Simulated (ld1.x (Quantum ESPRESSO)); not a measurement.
## Reading a pseudo-wave (He)

Columns: radius, all-electron u(r) and pseudo u(r) of the 1s shell (level -15.76 eV) of helium in the configuration 1s2; PBE, scalar-relativistic, ultrasoft scheme, ld1.x (Quantum ESPRESSO) 7.5.

```json
{"r (bohr)": "0.040", "all-electron": "0.1776", "pseudo": "0.1136"}
{"r (bohr)": "0.080", "all-electron": "0.3278", "pseudo": "0.2251"}
{"r (bohr)": "0.120", "all-electron": "0.4540", "pseudo": "0.3323"}
{"r (bohr)": "0.160", "all-electron": "0.5592", "pseudo": "0.4335"}
{"r (bohr)": "0.200", "all-electron": "0.6463", "pseudo": "0.5270"}
{"r (bohr)": "0.240", "all-electron": "0.7175", "pseudo": "0.6114"}
{"r (bohr)": "0.280", "all-electron": "0.7751", "pseudo": "0.6858"}
{"r (bohr)": "0.320", "all-electron": "0.8208", "pseudo": "0.7496"}
{"r (bohr)": "0.360", "all-electron": "0.8563", "pseudo": "0.8025"}
{"r (bohr)": "0.400", "all-electron": "0.8829", "pseudo": "0.8448"}
{"r (bohr)": "0.440", "all-electron": "0.9020", "pseudo": "0.8768"}
{"r (bohr)": "0.480", "all-electron": "0.9145", "pseudo": "0.8993"}
{"r (bohr)": "0.520", "all-electron": "0.9215", "pseudo": "0.9134"}
{"r (bohr)": "0.560", "all-electron": "0.9237", "pseudo": "0.9201"}
{"r (bohr)": "0.600", "all-electron": "0.9217", "pseudo": "0.9207"}
{"r (bohr)": "0.640", "all-electron": "0.9164", "pseudo": "0.9164"}
{"r (bohr)": "0.680", "all-electron": "0.9080", "pseudo": "0.9084"}
{"r (bohr)": "0.720", "all-electron": "0.8973", "pseudo": "0.8975"}
{"r (bohr)": "0.760", "all-electron": "0.8844", "pseudo": "0.8844"}
{"r (bohr)": "0.800", "all-electron": "0.8698", "pseudo": "0.8698"}
{"r (bohr)": "0.840", "all-electron": "0.8538", "pseudo": "0.8538"}
{"r (bohr)": "0.880", "all-electron": "0.8366", "pseudo": "0.8366"}
{"r (bohr)": "0.920", "all-electron": "0.8185", "pseudo": "0.8185"}
{"r (bohr)": "0.960", "all-electron": "0.7997", "pseudo": "0.7997"}
{"r (bohr)": "1.000", "all-electron": "0.7804", "pseudo": "0.7804"}
{"r (bohr)": "1.040", "all-electron": "0.7606", "pseudo": "0.7606"}
```

Task: How many radial nodes do the two functions have?

Result: The all-electron 1s function has n − l − 1 = 0; the pseudo-wave has 0.

Task: At about which radius was the pseudo-wave matched?

Result: 0.80 bohr. The columns agree to 0.0005 from 0.64 bohr on; several derivatives are matched, so the curves merge somewhat inside the radius.

Task: Is the pseudo-wave norm-conserving?

Result: No, it belongs to an ultrasoft set: the norm inside the radius is not constrained, and the difference is carried by the augmentation charge.
